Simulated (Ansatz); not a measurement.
H2FNSi, SMILES `N[Si]F` (excited triplet) (charge 0, multiplicity 3). This triplet is an excited state, 2.77 eV above the relaxed singlet at the level composite: frozen-core CCSD(T) with HF/cc-pVQZ and the correlation energy extrapolated as X^-3 from cc-pVTZ and cc-pVQZ, plus CCSDT(Q) minus CCSD(T) in cc-pVDZ // PBE0-D3(BJ)/def2-TZVP (Ansatz, an electronic-structure program).

Cartesian coordinates (Å):
```xyz
5

N     -0.6551     0.0293    -0.0537
Si     0.9124    -0.1617     0.5918
F      2.1717     0.0369    -0.3953
H     -1.1937     0.8633     0.1192
H     -1.2353    -0.7678    -0.2620
```
Charge 0, spin multiplicity 3.

Frozen-core energies in 6-31g from Ansatz at a geometry from PBE0-D3(BJ)/def2-TZVP; the HF reference has <S^2> = 2.01 and the T1 diagnostic is 0.018.

```tsv
level	energy (Ha)
HF	-443.86841
MP2	-444.13210
CCSD	-444.14358
CCSD(T)	-444.14810
```

Question: Estimate the energies of CCSDT, CCSDT(Q) and CCSDTQ, and give each level's difference from CCSDTQ.

Answer: 
| level | energy (Ha) | difference from CCSDTQ (mHa) |
|---|---|---|
| MP2 | -444.13210 | 17.22 |
| CCSD | -444.14358 | 5.74 |
| CCSD(T) | -444.14810 | 1.22 |
| CCSDT | -444.14856 | 0.76 |
| CCSDT(Q) | -444.14941 | -0.09 |
| CCSDTQ | -444.14932 | 0.00 |
